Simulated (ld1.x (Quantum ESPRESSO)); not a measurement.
# gallium, PAW: configuration errors across variants

gallium (Ga), PAW, made with ld1.x (Quantum ESPRESSO) 7.5 (PBE, scalar-relativistic). Core [Ne], reference 3s2 3p6 3d10 4s1.75 4p1.25. Waves: 3s (bound): rcut 1.00, rcutus 1.25 bohr; 4s (bound): rcut 1.00, rcutus 1.25 bohr; 3p (bound): rcut 1.05, rcutus 1.30 bohr; 4p (bound): rcut 1.05, rcutus 1.30 bohr; 3d (bound): rcut 1.15, rcutus 1.25 bohr; 3d channel at -0.05 Ry: rcut 1.15, rcutus 1.25 bohr. Local part: all-electron potential smoothed inside 1.15 bohr (lloc = -1). Core correction: Bessel-smoothed model core, default radius (core density twice the valence density). Augmentation charge: BG, radius 0.85 bohr.

All-electron excitation energies from the reference (eV): (1) 3s2 3p6 3d10 4s2 4p1 -1.603; (2) 3s2 3p6 3d10 4s2 4p0 4.085; (3) 3s2 3p6 3d10 4s1 4p0 25.212.

On the changes marked as counting shells twice: ld1.x takes every shell without a wave as core, so the model core holds the marked electrons as well and exchange and correlation see them twice. This cancels in the reference configuration, but the file is broken for other ones, and its errors say nothing about a proper core correction.

The overlap operator is not positive definite (basis up to 400 Ry) in “base”, “waves 3s (bound): rcut 0.98, rcutus 1.04 bohr; 4s (bound): rcut 0.98, rcutus 1.04 bohr”, “wave 3d channel at -0.05 Ry: rcut 1.15, rcutus 1.25 bohr becomes 3d channel at 2.99 Ry: rcut 1.15, rcutus 1.25 bohr”, “waves 3p (bound): rcut 1.02, rcutus 1.08 bohr; 4p (bound): rcut 1.02, rcutus 1.08 bohr”. Such files are unfit for use, however small their errors in these radial tests.

2 further variants failed, have other tests or another functional or relativity, and are left out.

Errors AE − PS in meV (a dash: test not solved or not reliable):

```csv
change,(1),(2),(3),bound ghosts
base,+0.3,+3.9,+46,not determined (overlap not positive)
"waves 3s (bound): rcut 0.98, rcutus 1.04 bohr; 4s (bound): rcut 0.98, rcutus 1.04 bohr",+0.5,+13,+26,not determined (overlap not positive)
"wave 3d channel at -0.05 Ry: rcut 1.15, rcutus 1.25 bohr becomes 3d channel at 2.99 Ry: rcut 1.15, rcutus 1.25 bohr",+0.3,+4.1,+45,not determined (overlap not positive)
"waves 3p (bound): rcut 1.02, rcutus 1.08 bohr; 4p (bound): rcut 1.02, rcutus 1.08 bohr",+1.6,+2.1,+14,not determined (overlap not positive)
```

(1) Give the same row for: type TM semilocal; waves now 3s (bound): rc 1.25 bohr; 3d (bound): rc 1.25 bohr; 3p (bound): rc 1.30 bohr; local potential the p channel (4p, 4s counted twice).

## Answers

(1) +711, +728, -3242; bound ghosts: none. ld1.x takes every shell without a wave as core, so the model core holds the 4p, 4s electrons as well and exchange and correlation see them twice. This cancels in the reference configuration, but the file is broken for other ones, and its errors say nothing about a proper core correction.
